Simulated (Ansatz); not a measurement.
## Ansatz (development build ahead of 0.2.0) run

```yaml
crystal:
  periodic: [false, false, false]
  atoms:
    - { symbol: H, position_ang: [0.0, 0.0, -0.59469] }
    - { symbol: H, position_ang: [0.0, 0.0, 0.59469] }
basis:
  gaussian: { orbitals: cc-pVDZ }
total_charge: 1
magnetization:
  spin_polarized: true
  initial_magnetization: 1
hamiltonian:
  xc: hf
```

The input is written out in the form of the current development build from the run's settings.

Output:

```json
{"Converged": "yes", "Total energy": "-0.59697 hartree", "Spin squared of the determinant": "0.750"}
```

Caution: the charge can sit on one fragment and break the point group.
